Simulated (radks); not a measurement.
Isoelectronic series with 20 electrons, each ion in its NIST ground configuration. Calculated with a radial shooting solver on a logarithmic mesh with Libxc functionals: scalar-relativistic Kohn-Sham, PBE, spin-polarised, spherical densities, finite nucleus; open shells are filled with parallel spins first (spin-orbit coupling, left out, can overturn this in heavy ions); Fermi nuclear charge, rms radius of each element as measured or else 0.836 A^(1/3) + 0.57 fm. Total energies (hartree) and orbital eigenvalues (eV) (* marks an orbital that is empty in some or all of the ions):

ion    configuration  E (hartree)        4s*         3p         3s         2p
Ca          [Ar] 4s2   -680.32405    -3.7664   -28.0081   -47.0917  -334.7386
Ti2+        [Ar] 3d2   -852.82664   -17.2822   -55.5329   -79.3171  -460.2125
Cr4+        [Ar] 3d2  -1046.81975   -41.1471  -104.5782  -133.9128  -623.8247
Fe6+        [Ar] 3d2  -1262.04389   -72.8241  -167.2529  -202.4419  -816.8366
Ni8+        [Ar] 3d2  -1498.56734  -111.9113  -242.7989  -284.1154  -1038.381
Zn10+       [Ar] 3d2  -1756.50048  -158.2618  -330.9837  -378.7215  -1288.199
Se14+       [Ar] 3d2  -2337.15958  -272.5616  -544.9686  -606.5993  -1872.435
Kr16+       [Ar] 3d2  -2660.21377  -340.5046  -670.7406  -739.9517  -2206.918
Sr18+       [Ar] 3d2  -3005.33123  -415.6720  -809.0549  -886.3548  -2569.750
Zr20+       [Ar] 3d2  -3372.71753  -498.1021  -959.9475  -1045.918  -2961.044
Mo22+       [Ar] 3d2  -3762.59301  -587.8427  -1123.465  -1218.769  -3380.933
Ru24+       [Ar] 3d2  -4175.20057  -684.9510  -1299.662  -1405.052  -3829.565
Pd26+       [Ar] 3d2  -4610.79719  -789.4914  -1488.602  -1604.929  -4307.102

Estimate the row of Ge12+ ([Ar] 3d2).

Answer. E (hartree) -2035.97930; 4s* -211.8172; 3p -431.7170; 3s -486.2094; 2p -1566.214.
